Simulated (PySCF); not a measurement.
Computed shifts of a molecule H₈N₂Si₂, PBE0/pcSseg-1 (PySCF), GIAO, gas phase, atoms alike by connectivity averaged where their shifts nearly agree, in ppm (number of nuclei): ¹⁵N: 28.7 (1), 22.2 (1). ²⁹Si: -29.8 (1), -112.6 (1). ¹H: 5.62 (1), 3.49 (3), 0.87 (1), 0.75 (1), 0.66 (1), 0.55 (1). References: ¹⁵N against NH3 (σ = 267.4 ppm); ²⁹Si against TMS (σ = 352.7 ppm); ¹H against TMS (σ = 31.56 ppm), references at their B3LYP-D3(BJ)/def2-TZVP geometries, non-relativistic. Coordinates come from a ωB97X-D3(BJ)/def2-SVP optimisation. The values are those of a single conformer.

Question: Which molecule gave these data?
(A) N[SiH2]N[SiH3]
(B) N[SiH2][SiH2]N
(C) N[SiH](N)[SiH3]

Answer: C, N[SiH](N)[SiH3]
